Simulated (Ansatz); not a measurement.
C₂H₇IO₂Si (SMILES CO[SiH](I)OC), singlet, at a GFN2-xTB geometry (all electrons, no relativity); Ansatz (a quantum-chemistry and plane-wave program) with CASSCF(4,5)/STO-3G.

The Ansatz input:
Ansatz 0.2 input:
```yaml
crystal:
  periodic: [false, false, false]
  atoms:
    - {symbol: Si, position_ang: [0.09242431, -1.11267353, 0.34110883]}
    - {symbol: I, position_ang: [-0.08467298, 1.33371367, 0.09857249]}
    - {symbol: O, position_ang: [1.32629776, -1.67022223, -0.50952756]}
    - {symbol: C, position_ang: [2.65683880, -1.28056493, -0.40340871]}
    - {symbol: O, position_ang: [-1.13628730, -1.83592906, -0.38280810]}
    - {symbol: C, position_ang: [-2.48909172, -1.62683350, -0.13860992]}
    - {symbol: H, position_ang: [0.18168890, -1.34432797, 1.77289305]}
    - {symbol: H, position_ang: [3.21477139, -1.76364567, -1.20493261]}
    - {symbol: H, position_ang: [2.75613543, -0.19570657, -0.49927563]}
    - {symbol: H, position_ang: [3.07217541, -1.58420753, 0.56038016]}
    - {symbol: H, position_ang: [-2.75945467, -1.97661667, 0.86046360]}
    - {symbol: H, position_ang: [-2.74172893, -0.56565669, -0.21636707]}
    - {symbol: H, position_ang: [-3.05642626, -2.18563322, -0.88222994]}
basis:
  gaussian:
    orbitals: STO-3G
hamiltonian:
  xc: hf
magnetization: {spin_polarized: false}
correlation: {active_space: {window: {electrons: 4, orbitals: 5}}}
```

The log (banner, timings and long lists left out):

```
Functional definition: HF
773 factors; integrals over basis functions are off by at most 2.7e-5 eV
mean field evaluation 1: about -200352.7950 eV, gradient 2.9e1 eV
mean field evaluation 2: about -200352.9984 eV, gradient 2.9e1 eV
mean field evaluation 4: about -200356.1431 eV, gradient 1.7e0 eV
mean field evaluation 8: about -200356.1555 eV, gradient 6.4e-4 eV
mean field -200356.15553032 eV, -7362.9529094593 hartree, gradient 1.8e-6 eV, S^2 0.000000; 0 other end points of the search recorded, 0 dependent functions left out
reference -200356.15553032 eV, -7362.9529094593 hartree; 51, 51 occupied and 12, 12 virtual orbitals, 773 factors
state -200357.17858275 eV, -7362.9905059426 hartree
2 active orbitals were swapped for others, from the solution at -200356.81347957 eV, -7362.9770886483 hartree to that at -200357.17858275 eV, -7362.9905059426 hartree; typed "places" are swapped only where nearly empty or full, and so, without "given_window_search", are "orbital_numbers", "shells" and a window whose orbitals a file names under [Active]
Total energy: -200357.17858275 eV, -7362.9905059426 hartree
```
